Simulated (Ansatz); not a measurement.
Consider the cleavage of the Si–Ge bond: `C=C[SiH2][GeH3]` + `O[SiH](F)F` → `C=C[SiH2]O[SiH](F)F` + GeH₄.

Calculated with Ansatz (gas phase, PBE0-D4/def2-TZVP geometries, no zero-point term in ΔE). CCSD(T)/CBS is the MP2 limit (def2-TZVPP, def2-QZVPP) plus CCSD(T) − MP2 in def2-TZVPP, frozen cores. Functionals use def2-TZVPP. B3LYP here is the variant with VWN-RPA as its local correlation; programs differ in this. For Ge outer-core shells are correlated without core-valence functions, which leaves a few kJ/mol of doubt a bond. Scalar relativity is left out up to krypton. One conformer a species, not always the lowest.

| level | ΔE (kJ/mol) | difference from CCSD(T)/CBS |
| --- | --- | --- |
| PBE-D4 | -74.9 | 20.3 |
| PBE0-D4 | -82.8 | 12.4 |
| B3LYP-D4 | -99.6 | -4.4 |
| ωB97M-V | -98.2 | -3.0 |
| PBE | -71.7 | 23.5 |
| B3LYP | -94.9 | 0.3 |
| HF/def2-TZVPP | -121.5 | -26.3 |
| SCS-MP2/def2-TZVPP | -103.0 | -7.8 |
| CCSD(T)/def2-TZVPP | -95.8 | -0.6 |
| HF/CBS(def2) | -125.4 | -30.2 |
| CCSD(T)/CBS | -95.2 | 0 |

Largest T1 diagnostic among the species: 0.012.

In def2-TZVPP, CCSD(T) changes the Hartree–Fock value by +25.7 kJ/mol (the triples alone add +3.4 kJ/mol) and MP2 by +24.2 kJ/mol. From PBE to PBE0 (25 % exact exchange), in def2-TZVPP and without D4, ΔE moves by −8.2 kJ/mol.
